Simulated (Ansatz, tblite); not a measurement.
Forces on Na10Br10 (started as a model of: 2x2x5 NaBr rock-salt block) at its r2SCAN-D4/def2-SVP geometry. The state is a singlet with charge 0.

The xTB rows come from tblite. Single mean-field runs in def2-SVP are fitted with def2-universal-jkfit.

GFN1-xTB (tblite), largest force 0.18 eV/Å:

```xyz
20
positions Å, forces eV/Å
Na   -3.814    4.338   -0.639    0.008   -0.101    0.033
Br   -1.265    3.226   -0.822   -0.019   -0.068    0.027
Na    0.919    1.463   -0.701    0.029    0.046   -0.022
Br    3.451    0.252   -0.843   -0.054   -0.047    0.028
Na    5.554   -1.570   -0.684   -0.094   -0.036    0.033
Br   -5.235    2.350   -1.964    0.126   -0.021    0.123
Na   -2.791    0.913   -1.756    0.008   -0.026   -0.043
Br   -0.449   -0.697   -2.046    0.014    0.021    0.062
Na    2.014   -2.117   -1.778   -0.027   -0.003   -0.043
Br    4.362   -3.703   -2.011   -0.072    0.104    0.124
Br   -4.361    3.703    2.012    0.072   -0.104   -0.124
Na   -2.014    2.116    1.778    0.027    0.003    0.043
Br    0.449    0.696    2.045   -0.014   -0.021   -0.062
Na    2.790   -0.914    1.755   -0.008    0.026    0.043
Br    5.235   -2.349    1.965   -0.126    0.020   -0.123
Na   -5.553    1.571    0.685    0.094    0.036   -0.033
Br   -3.451   -0.252    0.843    0.054    0.047   -0.027
Na   -0.920   -1.464    0.700   -0.029   -0.046    0.022
Br    1.265   -3.227    0.821    0.019    0.068   -0.028
Na    3.815   -4.338    0.640   -0.008    0.101   -0.033
```

GFN2-xTB (tblite), largest force 0.35 eV/Å:

```
Na 0.000 0.155 -0.053
Br -0.035 -0.137 0.054
Na 0.172 0.274 -0.131
Br -0.109 -0.091 0.055
Na 0.139 0.067 -0.053
Br 0.175 -0.019 0.191
Na -0.051 -0.120 -0.319
Br 0.030 0.046 0.134
Na -0.089 -0.097 -0.318
Br -0.091 0.149 0.193
Br 0.091 -0.149 -0.193
Na 0.089 0.097 0.319
Br -0.029 -0.046 -0.134
Na 0.051 0.120 0.319
Br -0.175 0.018 -0.192
Na -0.139 -0.067 0.053
Br 0.109 0.091 -0.054
Na -0.172 -0.274 0.131
Br 0.035 0.137 -0.054
Na 0.000 -0.155 0.053
```

PBE-D4/def2-SVP (Ansatz), largest force 0.06 eV/Å:

```
Na -0.013 0.010 0.000
Br 0.042 0.033 -0.020
Na 0.008 0.012 -0.006
Br 0.011 0.052 -0.020
Na 0.015 -0.008 -0.001
Br -0.027 -0.008 -0.052
Na -0.016 0.007 -0.007
Br -0.010 -0.015 -0.045
Na 0.013 -0.012 -0.007
Br 0.004 -0.027 -0.052
Br -0.004 0.027 0.051
Na -0.013 0.012 0.007
Br 0.010 0.015 0.045
Na 0.016 -0.007 0.007
Br 0.027 0.008 0.052
Na -0.015 0.008 0.001
Br -0.011 -0.052 0.020
Na -0.008 -0.012 0.006
Br -0.042 -0.033 0.020
Na 0.013 -0.010 0.000
```
